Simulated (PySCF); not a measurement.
Compound: C6H8F2.
SMILES with atom numbers: `[F:1][C@@H:2]1[C@@H:3]2[CH2:4][CH2:5][C@H:6]([F:7])[C@H:8]12`

Definitions: NICS(0) = −σiso at the ring centroid; NICS(1) = −σiso and NICS(1)zz = −σzz at ±1 Å along the ring normal z. Level: GIAO PBE0/pcSseg-1 (PySCF, non-relativistic, gas phase) on the GFN2-xTB geometry, one conformer.

Rings: 1. C2–C3–C8; 2. C3–C4–C5–C6–C8.

| set | NICS(0) | NICS(1), two faces | NICS(1)zz, two faces |
| --- | --- | --- | --- |
| P | -37.9 | -6.1 / -10.2 | -16.6 / -25.2 |
| Q | -7.4 | -3.2 / -4.5 | -3.3 / -7.9 |

Task: Which set (ppm) belongs to which ring?

Result: P = 1, Q = 2.
- 1 (3-membered carbocycle; formal bonds all single): mean NICS(1)zz -20.9 ppm, shielded. C2, C3, C8 have four or more neighbours, so the value isn't read as a sign of a π ring current.
- 2 (5-membered carbocycle; formal bonds all single): mean NICS(1)zz -5.6 ppm, shielded. C3, C4, C5, C6, C8 have four or more neighbours; no verdict on aromaticity is drawn.

Task: How do the rings differ in shape?

Result: 
```tsv
ring	bond lengths (Å)	rms pucker (Å)	HOMA	nearest outside atom to a NICS(1) probe (Å)
1	1.495, 1.509, 1.502	0.00	–	hydrogen 1.47
2	1.518, 1.534, 1.534, 1.514, 1.509	0.12	–	carbon 1.40
```

Rough CPU time on one thread of a shared machine: about 60 s. This is the whole shielding run at PBE0/pcSseg-1, SCF included.
